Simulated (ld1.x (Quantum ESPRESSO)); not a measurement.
## Which change was made? (Ru, PAW)

ruthenium, PAW, made with ld1.x (Quantum ESPRESSO) 7.5 (PBE, scalar-relativistic). Core [Ar] 3d10, reference 4s2 4p6 4d7 5s1 5p0. Waves: 4s (bound): rcut 1.45, rcutus 1.70 bohr; 5s (bound): rcut 1.45, rcutus 1.70 bohr; 4p (bound): rcut 1.50, rcutus 1.65 bohr; 5p (bound, empty): rcut 1.50, rcutus 1.65 bohr; 4d (bound): rcut 1.15, rcutus 1.40 bohr; 4d channel at 1 Ry: rcut 1.15, rcutus 1.40 bohr. Local part: all-electron potential smoothed inside 1.40 bohr (lloc = -2). Core correction: a·sin(br)/r model core, default radius (core density twice the valence density). Augmentation charge: PSQ, inside the norm-conserving radii.

Cutoffs, loose and tight: the cutoffs (Ry, on a coarse ladder) from which the occupation-weighted sum of valence levels, in a spherical-Bessel basis at the reference potential, stays within 10 and 1 mRy of its value at 400 Ry. They do not see the model core or the augmentation charge, which bear on the density cutoff. Test errors are all-electron minus pseudo excitation energies from the reference, over the configurations 4s2 4p6 4d7 5s0 5p0; 4s2 4p6 4d6 5s0 5p0; 4s2 4p6 4d5 5s0 5p0; 4s2 4p6 4d6 5s1 5p0; 4s2 4p6 4d6 5s2 5p0; 4s2 4p6 4d6 5s1 5p1; 4s2 4p6 4d8 5s0 5p0; variants that change the core or the reference have their own tests.

The base gives: outcome: generated; cutoff, loose: 50 Ry; cutoff, tight: 90 Ry; bound ghosts: none; largest test error (meV): -2.8.

On the changes marked as counting shells twice: ld1.x takes every shell without a wave as core, so the model core holds the marked electrons as well and exchange and correlation see them twice. This cancels in the reference configuration, but the file is broken for other ones, and its errors say nothing about a proper core correction.

Task: After one change the result is: outcome: generated; cutoff, loose: 50 Ry; cutoff, tight: 90 Ry; bound ghosts: none; largest test error (meV): +14. Which change was it?
A. all radii but the core radius scaled by about 1.09 (s 1.86, p 1.80, d 1.52 bohr, rcut 1.58/1.64/1.26); local potential all-electron potential smoothed inside 1.52 bohr (lloc = -2)
B. type TM; waves now 4s (bound): rc 1.70 bohr; 4p (bound): rc 1.65 bohr; 4d (bound): rc 1.40 bohr; local potential the d channel (5s counted twice)
C. waves 4d (bound): rcut 1.15, rcutus 1.32 bohr; 4d channel at 1 Ry: rcut 1.15, rcutus 1.32 bohr
D. local potential all-electron potential smoothed inside 1.18 bohr (lloc = -2)

Result: D. The others give: waves 4d (bound): rcut 1.15, rcutus 1.32 bohr; 4d channel at 1 Ry: rcut 1.15, rcutus 1.32 bohr → outcome: generated; cutoff, loose: 60 Ry; cutoff, tight: 100 Ry; bound ghosts: none; largest test error (meV): +2.4 | all radii but the core radius scaled by about 1.09 (s 1.86, p 1.80, d 1.52 bohr, rcut 1.58/1.64/1.26); local potential all-electron potential smoothed inside 1.52 bohr (lloc = -2) → outcome: generated; cutoff, loose: 45 Ry; cutoff, tight: 80 Ry; bound ghosts: none; largest test error (meV): +4.0 | type TM; waves now 4s (bound): rc 1.70 bohr; 4p (bound): rc 1.65 bohr; 4d (bound): rc 1.40 bohr; local potential the d channel (5s counted twice) → outcome: generated, misses its reference levels by 0.59 eV; cutoff, loose: 55 Ry; cutoff, tight: 70 Ry; bound ghosts: none; largest test error (meV): -2042.
